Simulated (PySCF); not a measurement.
Ge(H)2(vinyl)(OH) (C₂H₆GeO), SMILES C=[CH][GeH2][OH]. Geometry: PBE-D3(BJ)/def2-SVP. One conformer was computed; it need not be the lowest.

Computed equilibrium geometry at PBE-D3(BJ)/def2-SVP (PySCF confirms it by a frequency run) as a Z-matrix (one conformer of several):
```
C
C 1 1.3465
H 2 1.1044 1 122.25
H 2 1.1044 3 116.04 1 -179.96
H 1 1.1057 2 119.09 3 0.05
Ge 1 1.9521 5 119.15 2 179.84
O 6 1.8094 1 112.09 5 73.89
H 7 0.9747 6 110.83 1 -66.48
H 6 1.5468 7 103.37 8 176.10
H 6 1.5596 9 112.40 7 117.65
```
